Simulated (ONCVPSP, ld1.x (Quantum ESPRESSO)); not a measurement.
**Potentials for O (Z = 8) compared**

Generated with ld1.x 7.5 (TM, RRKJ, ultrasoft, PAW), atompaw 4.2 or ONCVPSP 4.0.1. The cutoff is in Ry: for ld1.x and atompaw files where the sum of valence levels is converged to 10 mRy in a Bessel basis, for ONCV files where the hardest occupied wave has 1 mHa per electron of residual kinetic energy. The error is the largest all-electron minus pseudo excitation energy over each file’s own four to seven test configurations (ionisations up to +4, promotions, holes and added fractions of an electron), all of which were solved. The labels leave out finer settings (local radius, basis sizes, second energies), which also bear on the numbers. Spin-polarised tests are not counted. The rows are a selection from randomly drawn settings: files with unsolved tests, undetermined cutoffs or missed reference levels are left out.

A true bound ghost makes a file unfit for plane-wave use even where its test errors are small: the radial tests pick states by their node count and pass the ghost by.

```tsv
potential	cutoff (Ry)	largest error (meV)	bound ghosts
ONCV, PBEsol, scalar-relativistic, rc 0.60/1.10 (sp), local smoothed, core correction no, reference 2s2 2p2.5, qcut 8.7/11.8, projectors 2/1	98	+108	none
ONCV, LDA (Perdew-Zunger), scalar-relativistic, rc 0.70/1.60 (sp), local smoothed, core correction no, reference 2s1.75 2p4.25, qcut 9.5/9.8, projectors 2/3	83	+313	none
ONCV, Wu-Cohen, scalar-relativistic, rc 0.75/1.35 (sp), local smoothed, core correction yes, reference 2s2 2p4, qcut 10.6/8.2, projectors 1/2	86	+688	none
ONCV, PBE, non-relativistic, rc 0.70/1.75/1.35 (spd), local smoothed, core correction no, reference 2s2 2p4, qcut 9.6/8.3/7.3, projectors 1/2/2	83	+1603	none
ONCV, LDA (Perdew-Wang 92), scalar-relativistic, rc 0.80/1.35 (sp), local smoothed, core correction yes, reference 2s2 2p4, qcut 10.4/10.9, projectors 1/3	85	+1230	none
```

Question: Fill in the row for O: ONCV, LDA (Perdew-Wang 92), non-relativistic, rc 0.95/2.10/1.55 (spd), local smoothed, core correction yes, reference 2s2 2p4, qcut 8.4/7.1/5.5, projectors 1/2/3.

Answer: cutoff 61 Ry, largest error +7347 meV, bound ghosts: d.

Question: Fill in the row for O: RRKJ, PBE, non-relativistic, rc 1.26/1.05 (sp), local p, core correction yes, reference 2s2 2p4.

Answer: cutoff 100 Ry, largest error +945 meV, bound ghosts: none.

Question: Fill in the row for O: ONCV, PBE, scalar-relativistic, rc 0.65/1.95/1.55 (spd), local s, core correction no, reference 2s2 2p2.5, qcut 18.5/7.2/5.3, projectors 0/1/2.

Answer: cutoff 210 Ry, largest error +201 meV, bound ghosts: none.
